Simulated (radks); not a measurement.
The numbers below are computed, except where a source is named.
Ionisation of the lithium ion Li+, [He], to 1s1 as the strength of local exchange is varied. Code: a radial shooting solver on a logarithmic mesh with Libxc functionals. Model: Dirac Kohn-Sham, Slater X-alpha exchange (alpha = 2/3 is LDA exchange), no correlation, spin-unpolarised, spherical densities, finite nucleus; Fermi nuclear charge, rms radius 2.444 fm.

| alpha | E(Li+) (hartree) | exchange (hartree) | IE (eV) | -e of the level emptied (eV) | <r> of it (bohr) |
|---|---|---|---|---|---|
| 0.667 | -7.01012 | -1.39138 | 76.257 | 57.740 (1s1/2) | 0.5876 |
| 0.745 | -7.17392 | -1.57492 | 78.751 | 60.196 (1s1/2) | 0.5791 |
| 0.769 | -7.22476 | -1.63227 | 79.526 | 60.962 (1s1/2) | 0.5765 |
| 0.788 | -7.26515 | -1.67796 | 80.143 | 61.572 (1s1/2) | 0.5745 |
| 0.791 | -7.27154 | -1.68520 | 80.241 | 61.669 (1s1/2) | 0.5741 |
| 0.828 | -7.35061 | -1.77501 | 81.449 | 62.865 (1s1/2) | 0.5703 |
| 0.86 | -7.41940 | -1.85347 | 82.502 | 63.910 (1s1/2) | 0.5669 |

NIST Atomic Spectra Database: 75.640 eV (theoretical). The central value is not met in this range of alpha. Spin polarisation and multiplet splitting are left out, so open shells lie too high by an amount that depends on their filling.

Beside tabulated values, note that spin-unpolarised runs miss the spin-polarisation part of the exchange energy of open shells.
